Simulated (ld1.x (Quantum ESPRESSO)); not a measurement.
**Before and after: TM potential for sulfur (S)**

sulfur, norm-conserving Troullier–Martins (Kleinman–Bylander form), made with ld1.x (Quantum ESPRESSO) 7.5 (PBEsol, scalar-relativistic). Core [Ne], reference 3s2 3p3.5 (charge +0.5). Waves: 3p (bound): rc 1.25 bohr; 3d channel at -0.1 Ry: rc 1.25 bohr; 3s (bound): rc 1.30 bohr. Local part: the s channel. Core correction: none.

Change: core correction a·sin(br)/r model core inside 0.78 bohr.

Cutoffs: the cutoffs (Ry, on a coarse ladder) from which the occupation-weighted sum of valence levels, in a spherical-Bessel basis at the reference potential, stays within 10 and 1 mRy of its value at 400 Ry; they do not see the model core or the augmentation charge, which bear on the density cutoff. Errors are all-electron minus pseudo energies relative to the spin-unpolarised reference configuration.

Question: How do hardness, ghosts and transferability respond?

Answer: The potential gets neither clearly harder nor softer (55 Ry and 110 Ry → 55 Ry and 110 Ry); of the 7 tests that both files solve, the error grows in 1 and shrinks in 2 by more than 15 % and 0.3 meV (median size 1.8 → 2.1 meV); neither file shows a bound ghost. A model core, the more so a compact one, raises the density cutoff, which this test does not measure.

| quantity | base | changed |
| --- | --- | --- |
| cutoff, loose | 55 Ry | 55 Ry |
| cutoff, tight | 110 Ry | 110 Ry |
| bound ghosts | none | none |
| error for 3s2 3p4, meV [ΔE -4.64 eV] | +1.0 | +1.1 |
| error for 3s2 3p3, meV [ΔE 7.09 eV] | +0.8 | +0.9 |
| error for 3s2 3p2, meV [ΔE 29.33 eV] | +15 | +16 |
| error for 3s2 3p1, meV [ΔE 63.33 eV] | +66 | +60 |
| error for 3s0 3p6, meV [ΔE 16.04 eV] | +4.1 | +2.2 |
| error for 3s1 3p5, meV [ΔE 5.64 eV] | +1.0 | +0.4 |
| error for 3s2 3p4.3, meV [ΔE -6.34 eV] | +1.8 | +2.1 |
| s: phases at 1.40 bohr within 0.05 rad from the reference energy up to (Ry; the scan ends near 5) | to the end of the scan | to the end of the scan |
| p: phases at 1.40 bohr within 0.05 rad from the reference energy up to (Ry; the scan ends near 5) | to the end of the scan | to the end of the scan |
| d: phases at 1.40 bohr within 0.05 rad from the reference energy up to (Ry; the scan ends near 5) | to the end of the scan | to the end of the scan |
